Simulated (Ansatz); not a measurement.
`B[SiH2]CC` + H–F → `B[SiH2]F` + `CC` at 298.15 K and 1 bar (ligand exchange at the Si–C bond).

Gas-phase electronic energies from Ansatz, PBE0-D4/def2-TZVP geometries. CBS: MP2 limit from def2 TZ/QZ plus the TZ coupled-cluster correction, frozen cores. This one scheme is used for every species. Each species was taken in one conformer, which may not be the lowest.

```tsv
species	CCSD(T)/CBS energy (Eh)	H − E (kJ/mol)	S (J/(mol·K))
`B[SiH2]CC`	-395.35748	288.7	348.0
H–F	-100.39570	33.5	173.6
`B[SiH2]F`	-416.08532	118.3	289.1
`CC`	-79.71954	207.7	227.7
```

H − E and S are ideal-gas, rigid-rotor, harmonic terms from PBE0-D4/def2-TZVP, for one conformer and one mirror image of each species. 1 Eh = 2625.50 kJ/mol, R = 8.31446 J/(mol·K).

By hand: ΔE, ΔH, ΔS and ΔG.

ΔE = (-416.08532) + (-79.71954) − (-395.35748) − (-100.39570) = -0.05168 Eh = -135.7 kJ/mol. Δ(H − E) = 118.3 + 207.7 − 288.7 − 33.5 = 3.8, so ΔH = -131.9 kJ/mol. ΔS = 289.1 + 227.7 − 348.0 − 173.6 = -4.8 J/(mol·K). ΔG = -131.9 − 298.15 × (-4.8)/1000 = -130.5 kJ/mol.

By hand: the equilibrium constant, and the temperature at which ΔG would vanish if ΔH and ΔS stayed fixed.

log₁₀ K = −ΔG/(RT ln 10) = 22.9. ΔG = 0 at ΔH/ΔS = 27479 K, far beyond where these terms or the molecules hold.

The number of gas molecules stays the same, so ΔS is small and ΔH decides. A doubt of 5 kJ/mol in ΔE shifts log₁₀ K by 0.9 here. Other conformers and mirror images would add mixing entropy, several J/(mol·K) or more a flexible species. Modes under 60 cm⁻¹, often nearly free rotors, make the harmonic entropy too high. These are equilibria of isolated gas molecules and say nothing of rates. Largest T1 diagnostic: 0.012 (customary marks: 0.02 for closed shells, 0.045 for open ones).
